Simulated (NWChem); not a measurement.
C$_{4}$H$_{3}$B; SMILES C(#C)BC#C

All runs: NWChem. Pople sets run with spherical d functions. Geometry: optimised at PBE0/def2-SVP.

For level PBE0/6-311G**:

```yaml
highest occupied level (eV): -8.12
```

Task: What are these values for level PBE0/6-31G*?

Result: highest occupied level (eV): -7.88
